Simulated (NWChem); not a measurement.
System: CH3F2Sb; SMILES [CH3][Sb]([F])[F]

Here is an NWChem input.

```
start job
memory heap 200 mb stack 900 mb global 1100 mb
geometry units angstroms noautoz
  Sb    -0.073255     0.001238     0.337623
  F     -0.850381    -1.419790    -0.721234
  F     -0.801318     1.447760    -0.721704
  C      1.763628    -0.032825    -0.767228
  H      1.500854     0.022111    -1.833315
  H      2.309998    -0.966182    -0.566876
  H      2.392369     0.827520    -0.494689
end
basis spherical
  * library def2-svp
end
ecp
  Sb library def2-ecp
end
dft
  xc xpbe96 cpbe96
  iterations 150
  vectors input atomic output neutral.movecs
end
task dft energy
charge 1
dft
  odft
  mult 2
  vectors input atomic output cation.movecs
end
task dft energy
```

Coordinates come from a PBE0/def2-SVP optimisation. Not confirmed as a minimum by frequencies. def2 effective core potentials on Sb; no spin-orbit coupling.

Ions are spin-unrestricted doublets at the neutral geometry; other ion states weren't tried.

**Question.** Give the results of this calculation. (PBE/def2-SVP with def2 effective core potentials on Sb, vertical spin-unrestricted ions.) Quantities: vertical ionisation energy, ΔSCF (eV); −ε(HOMO) (eV).

**Answer.** 
```json
{
  "vertical ionisation energy, ΔSCF (eV)": "9.70",
  "−ε(HOMO) (eV)": "6.46"
}
```
